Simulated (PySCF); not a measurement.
**Question.** Write a Z-matrix for `[CH2]1[Ge]([PH2])([CH2]C1)[NH2]` as optimised with PBE0-D3(BJ)/def2-SVP.

**Answer.** 
Z-matrix in Å and degrees, rows numbered from 1:
```
N 
Ge  1  1.8336
P   2  2.3223  1  105.27
C   2  1.9746  1  117.46  3   135.75
C   4  1.5482  2   87.96  1   138.13
C   5  1.5474  4  102.74  2   -21.95
H   1  1.0163  2  115.67  3   175.62
H   1  1.0164  2  115.16  3    46.72
H   3  1.4289  2   92.72  1   175.84
H   3  1.4284  2   93.84  1    81.98
H   4  1.0988  2  121.17  1  -101.53
H   4  1.1028  2  109.46  1    25.64
H   5  1.1032  4  114.11  2  -146.25
H   5  1.1025  4  109.51  2    94.42
H   6  1.1026  2  109.70  1   -18.15
H   6  1.0993  2  121.62  1   109.63
```

N1 (nitrogen bonded to Ge and 2 H) is pyramidal (angles 115.7°, 115.2° and 109.2°, sum 340.0°, 0.32 Å off the plane of its three neighbours). P3 (three-coordinate phosphorus) is pyramidal (angles 93.8°, 93.7° and 92.7°, sum 280.2°, 0.87 Å off the plane of its three neighbours). The 4-membered ring Ge2–C4–C5–C6 has internal angles of 75.2° to 102.7° (sum 353°, against 360° for a flat polygon); it is puckered, 0.14 Å rms from its mean plane, widest ring torsion 22°. Ge2 (germanium bonded to 2 C, N and P) has angles from 75.2° to 124.1°.

Computed with PBE0-D3(BJ)/def2-SVP geometry optimisation, gas phase in PySCF.

No frequency check. One conformer, not necessarily the lowest (H–N1–Ge2–P3 176° and 47°, N1–Ge2–P3–H 176° and 82°, N1–Ge2–C4–C5 138°, Ge2–C4–C5–C6 -22°, C4–C5–C6–Ge2 22°, N1–Ge2–C6–C5 -130°).

The run took 2.7 min on one thread of an Arm Neoverse V2 (shared host), and the process peaked at 0.67 GiB of memory. That covers the optimisation of the geometry.
